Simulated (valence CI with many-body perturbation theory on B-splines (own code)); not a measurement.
## Level structure of Au29+

Calculated by configuration interaction combined with many-body perturbation theory (CI+MBPT): four valence electrons over a frozen Dirac-Fock core [Kr] 4d10, radial functions for each j: 8 s, 8 p, 9 d, 9 f, 6 g, 3 h, 2 i, with the one-electron correlation potential Σ1, the two-electron term Σ2, the three-electron term Σ3, Breit, model QED; selected CI, second order for the rest (own B-spline code, finite nucleus).

The last digits are not significant, and no measured levels were compared; by estimate large intervals hold to a few tenths of a per cent, small ones and those within an open d or f shell to about a per cent. Core correlation moves these levels by up to 5900 cm⁻¹, and in measured spectra 5 to 20 % of such shifts remained as error; rates that hang on mixing are uncertain with them. Only levels of the ground parity were solved; by the run's estimate the other parity begins above the list, which can be wrong where configurations are misplaced.

Levels 1 to 45 of 67, with energies above the lowest level, (4f5/2^4) J=4. "Leading %" is the weight of the configuration and term that name the level; weights of strongly mixed levels are sums over their largest components and can fall short. In the jj column 3d3/2^4 stands for four electrons in 3d with j = 3/2.

```
No.  Configuration  Term   J  E (eV)  Leading %              Leading jj      g  Second component
  1            4f4    5I   4   0.000         72          4f5/2^4 (70 %)  0.667       23 % 4f4 3H
  2            4f4    5I   5   3.158         87    4f5/2^3 4f7/2 (84 %)  0.915       12 % 4f4 3H
  3            4f4    3F   2   4.777         26          4f5/2^4 (89 %)  0.910       24 % 4f4 5F
  4            4f4    5I   6   5.446         78    4f5/2^3 4f7/2 (50 %)  1.037       15 % 4f4 3K
  5            4f4    3G   4   6.781         27    4f5/2^3 4f7/2 (67 %)  1.005       16 % 4f4 5I
  6            4f4    5F   1   6.818         74    4f5/2^3 4f7/2 (92 %)  0.151       23 % 4f4 3D
  7            4f4    5I   7   6.924         51    4f5/2^3 4f7/2 (58 %)  1.084       31 % 4f4 3K
  8            4f4    5F   3   7.909         54    4f5/2^3 4f7/2 (89 %)  1.095       25 % 4f4 3G
  9            4f4    3K   8   7.990         34    4f5/2^3 4f7/2 (68 %)  1.102       29 % 4f4 5I
 10            4f4    5G   2   8.286         52    4f5/2^3 4f7/2 (88 %)  0.652       19 % 4f4 5F
 11            4f4    5G   3   8.711         53    4f5/2^3 4f7/2 (95 %)  0.964       17 % 4f4 3G
 12            4f4    5S   2   8.782         46    4f5/2^3 4f7/2 (73 %)  1.578       27 % 4f4 3P
 13            4f4    3K   6   9.855         73  4f5/2^2 4f7/2^2 (64 %)  0.908       18 % 4f4 5I
 14            4f4    3G   5  10.120         31    4f5/2^3 4f7/2 (62 %)  1.172       23 % 4f4 5F
 15            4f4    3L   7  10.618         51  4f5/2^2 4f7/2^2 (45 %)  1.000       37 % 4f4 5I
 16            4f4    5F   4  10.945         63  4f5/2^2 4f7/2^2 (67 %)  1.228       10 % 4f4 5G
 17            4f4    3M   8  11.457         41  4f5/2^2 4f7/2^2 (46 %)  1.053       39 % 4f4 5I
 18            4f4    5D   0  12.195         54          4f5/2^4 (78 %)              42 % 4f4 3P
 19            4f4    5G   4  12.546         60  4f5/2^2 4f7/2^2 (82 %)  1.028       24 % 4f4 3H
 20            4f4    5F   2  12.843         33  4f5/2^2 4f7/2^2 (84 %)  1.138       23 % 4f4 1D
 21            4f4    3G   3  12.994         52  4f5/2^2 4f7/2^2 (91 %)  0.899       24 % 4f4 5G
 22            4f4    5F   5  13.278         47  4f5/2^2 4f7/2^2 (56 %)  1.262       23 % 4f4 5G
 23            4f4    3P   1  13.747         56  4f5/2^2 4f7/2^2 (90 %)  1.035       21 % 4f4 3D
 24            4f4    3F   2  13.781         34  4f5/2^2 4f7/2^2 (73 %)  1.103       32 % 4f4 1D
 25            4f4    3I   5  13.991         48  4f5/2^2 4f7/2^2 (58 %)  0.964       23 % 4f4 1H
 26            4f4    3F   4  14.324         42  4f5/2^2 4f7/2^2 (59 %)  1.185       19 % 4f4 5D
 27            4f4    3L   8  14.513         66  4f5/2^2 4f7/2^2 (93 %)  1.006       29 % 4f4 1L
 28            4f4    5D   1  14.561         75    4f5/2^3 4f7/2 (85 %)  1.492       24 % 4f4 3P
 29            4f4    3M   9  14.598         64  4f5/2^2 4f7/2^2 (98 %)  1.043       36 % 4f4 3L
 30            4f4    3D   3  14.647         39  4f5/2^2 4f7/2^2 (79 %)  1.254       27 % 4f4 3F
 31            4f4    5G   6  14.724         52  4f5/2^2 4f7/2^2 (55 %)  1.222       31 % 4f4 3H
 32            4f4    3H   5  14.793         46  4f5/2^2 4f7/2^2 (61 %)  1.119       42 % 4f4 5G
 33            4f4    3P   0  14.967         91  4f5/2^2 4f7/2^2 (96 %)               8 % 4f4 5D
 34            4f4    3F   2  15.551         46  4f5/2^2 4f7/2^2 (92 %)  0.724       23 % 4f4 5G
 35            4f4    3F   4  15.612         41    4f5/2^3 4f7/2 (53 %)  1.105       22 % 4f4 1G
 36            4f4    3I   6  15.736         53  4f5/2^2 4f7/2^2 (77 %)  1.071       34 % 4f4 3H
 37            4f4    3K   7  15.792         51    4f5/2 4f7/2^3 (73 %)  0.995       32 % 4f4 3L
 38            4f4    5D   2  16.435         75  4f5/2^2 4f7/2^2 (57 %)  1.428       10 % 4f4 3P
 39            4f4    3M   8  16.488         34    4f5/2 4f7/2^3 (51 %)  1.054       26 % 4f4 3K
 40            4f4    3I   7  16.668         56  4f5/2^2 4f7/2^2 (80 %)  1.078       28 % 4f4 1K
 41            4f4    3H   6  17.190         52  4f5/2^2 4f7/2^2 (55 %)  1.122       23 % 4f4 1I
 42            4f4    3M  10  17.435         78  4f5/2^2 4f7/2^2 (75 %)  1.075       22 % 4f4 1N
 43            4f4    3G   4  17.437         54    4f5/2 4f7/2^3 (58 %)  1.066       14 % 4f4 3H
 44            4f4    5D   3  17.669         40  4f5/2^2 4f7/2^2 (56 %)  1.282       25 % 4f4 3D
 45            4f4    3F   3  18.633         65  4f5/2^2 4f7/2^2 (48 %)  1.072       14 % 4f4 3G
```

Where two levels of one J and parity lie close, their mixing, g and order are uncertain.

The ionisation energy to 4f3 4I°_9/2 of the next ion comes out as 1025 eV (NIST: 1040 ± 50 eV (theoretical)). All 67 levels together are meant to be complete up to 22.580 eV.
